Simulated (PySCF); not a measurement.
**Nickel: a sound run and one with changed settings**

Sound run: Ni⁺ [Ar] 3d9, Ni²⁺ [Ar] 3d8. Calculation: PySCF 2.14, in 6-31G*; no relativity, point nucleus. In the sound run the correlated levels freeze [Ar]. The sound run starts from symmetry-adapted Hartree-Fock orbitals and uses a fine grid where one is needed.

Changed run: the spin-free X2C one-electron Hamiltonian (Gaussian nucleus). This setting is unsound on purpose.

```tsv
species	method	sound run (hartree)	changed run (hartree)	converged
Ni⁺	UHF	-1506.26997	-1516.21322	yes
Ni⁺	BP86	-1507.87600	-1517.81752	yes
Ni⁺	PBE	-1507.39553	-1517.33704	yes
Ni⁺	MP2	-1506.46800	-1516.41201	yes
Ni²⁺	UHF	-1505.78296	-1515.72960	yes
Ni²⁺	BP86	-1507.28350	-1517.22850	yes
Ni²⁺	PBE	-1506.81016	-1516.75513	yes
Ni²⁺	MP2	-1505.90927	-1515.85584	yes
```

Ionisation energy of Ni⁺:

```
 method  sound run (eV)  changed run (eV)
    UHF          13.252            13.160
   BP86          16.123            16.028
    PBE          15.929            15.834
    MP2          15.204            15.134
SCS-MP2          15.015            14.946
```

Most of the change in total energy is the relativistic energy itself. On top of that the contraction fixes the core shape for the Hamiltonian it was made with, so the changed run is not a good calculation with the other Hamiltonian either.

For comparison, NIST gives 18.169 eV between the lowest levels.
